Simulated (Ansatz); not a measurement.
Input file for C2H8OSi2, SMILES `C[SiH2]C(=O)[SiH3]`:

```yaml
crystal:
  periodic: [false, false, false]
  atoms:
    - {symbol: C, position_ang: [-1.095604, -1.542124, 1.504255]}
    - {symbol: Si, position_ang: [0.023007, -0.139090, 1.011848]}
    - {symbol: C, position_ang: [-0.055119, 0.103967, -0.911399]}
    - {symbol: O, position_ang: [-0.786444, -0.614989, -1.562528]}
    - {symbol: Si, position_ang: [1.004488, 1.462831, -1.805513]}
    - {symbol: H, position_ang: [-1.080424, -1.699051, 2.584712]}
    - {symbol: H, position_ang: [-2.121898, -1.331808, 1.196712]}
    - {symbol: H, position_ang: [-0.782185, -2.465669, 1.013441]}
    - {symbol: H, position_ang: [1.449141, -0.386776, 1.367258]}
    - {symbol: H, position_ang: [-0.371289, 1.156726, 1.633816]}
    - {symbol: H, position_ang: [0.667400, 2.787940, -1.218708]}
    - {symbol: H, position_ang: [2.442273, 1.189779, -1.537032]}
    - {symbol: H, position_ang: [0.727054, 1.443564, -3.262163]}
basis:
  gaussian: {orbitals: def2-TZVPP}
correlation: {method: ccsd_t}
output: {orbitals: {seedname: orbitals}}
```

```sh
$ ansatz run in.yaml --threads 4 --pin off --events-out ev --progress --plain --max-ram 10444MiB
```

The program prints (abridged):

```
Functional definition: HF
1673 factors; integrals over basis functions are off by at most 1.1e-3 eV
mean field evaluation 1: about -19945.7949 eV, gradient 4.2e1 eV
mean field evaluation 2: about -19946.0779 eV, gradient 4.2e1 eV
mean field evaluation 4: about -19950.7317 eV, gradient 5.9e0 eV
mean field evaluation 8: about -19950.8766 eV, gradient 5.1e-1 eV
mean field evaluation 16: about -19950.8788 eV, gradient 1.6e-6 eV
mean field -19950.87882912 eV, -733.1812737789 hartree, gradient 1.6e-6 eV, S^2 0.000000; 0 other end points of the search recorded, 0 dependent functions left out
13 core orbitals not correlated: weight in the atoms' cores, before any rotation towards them, 1.000 or more for the frozen orbitals, at most 0.000 for the correlated occupied ones
reference -19950.87882912 eV, -733.1812737789 hartree; 15, 15 occupied and 261, 261 virtual orbitals, 1673 factors
second order -22.11662971 eV of doubles, -0.00000000 eV of singles
cycle   1  -22.84221586 eV  change   -7.3e-1 eV  update   1.2e-1
cycle   2  -23.51612426 eV  change   -6.7e-1 eV  update   4.1e-2
cycle   3  -23.70114290 eV  change   -1.9e-1 eV  update   2.2e-2
cycle   4  -23.68852500 eV  change    1.3e-2 eV  update   5.8e-3
cycle   5  -23.68696117 eV  change    1.6e-3 eV  update   2.8e-3
cycle   6  -23.68757361 eV  change   -6.1e-4 eV  update   8.3e-4
cycle   7  -23.68717099 eV  change    4.0e-4 eV  update   3.4e-4
cycle   8  -23.68713264 eV  change    3.8e-5 eV  update   1.0e-4
cycle   9  -23.68716728 eV  change   -3.5e-5 eV  update   4.5e-5
cycle  10  -23.68715705 eV  change    1.0e-5 eV  update   1.6e-5
perturbative correction -0.97189915 eV, -0.0357166349 hartree
Total energy: -19975.53788532 eV, -734.0874773798 hartree
```

Run time 3.7 min (4 threads of an Arm Neoverse V2 on a shared host); peak host memory 8.6 GiB.

MP2 recovers 89.7 % of the CCSD(T) correlation energy and the triples give 3.9 %; T1 = 0.0147.
